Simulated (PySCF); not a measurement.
Peak assignment

Atoms are numbered as in `[O:1]=[CH:2][C:3]#[C:4][CH2:5][N:6]([SiH3:7])[SiH3:8]` (H(Xn): hydrogen on atom n).

- coordinates at the GFN2-xTB level
- PBE0/pcSseg-1 with gauge-including orbitals
- code: PySCF 2.14
- no solvent, single conformer, no relativistic terms, rapidly exchanging positions averaged

Scale: $^{13}$C (σref 186.93) and $^{1}$H (σref 31.72) against TMS (reference shieldings calculated alike).

Problem. Assign these signals to the numbered atoms. $^{13}$C{$^{1}$H} NMR (computed): δ 180.4, 103.8, 90.8, 42.6.

Solution. 
| δ (ppm) | atoms | environment | reason |
| --- | --- | --- | --- |
| 180.4 | C2 | aldehyde carbonyl carbon | the double bond to the heteroatom, with no lone-pair donor beside it, deshields it most |
| 103.8 | C4 | alkyne carbon | the triple bond shields along its axis, which puts it between sp3 and sp2 carbons |
| 90.8 | C3 | alkyne carbon | – |
| 42.6 | C5 | propargylic sp3 CH2 bonded to N | pulled downfield by the heteroatom |

Problem. Assign these signals to the numbered atoms. $^{1}$H NMR (500 MHz, computed): δ 9.62 (s, 1H), 4.77 (s, 6H), 4.02 (s, 2H).

Solution. 
| δ (ppm) | atoms | environment | reason |
| --- | --- | --- | --- |
| 9.62 | H(C2) | hydrogen on an aldehyde carbonyl carbon | deshielded by the polar, anisotropic C=O bond |
| 4.77 | H(Si7)/H(Si8) | hydrogen on a silicon bonded to N | – |
| 4.02 | H(C5) | hydrogen on a propargylic sp3 CH2 bonded to N | its carbon carries N, an electronegative neighbour |

Shifts are as computed. Against solution values, carbons near 30 ppm lie about +3 ppm off and those near 130 ppm about +5 ppm. Of 1309 compounds with measured shifts, 239 miss one by over three times the rms of a fit or turn the order of signals round; such compounds aren't used in these exercises. Multiplicities follow the n + 1 count of equivalent neighbours, as no J values were calculated; m marks all less simple cases, F and P coupling included.
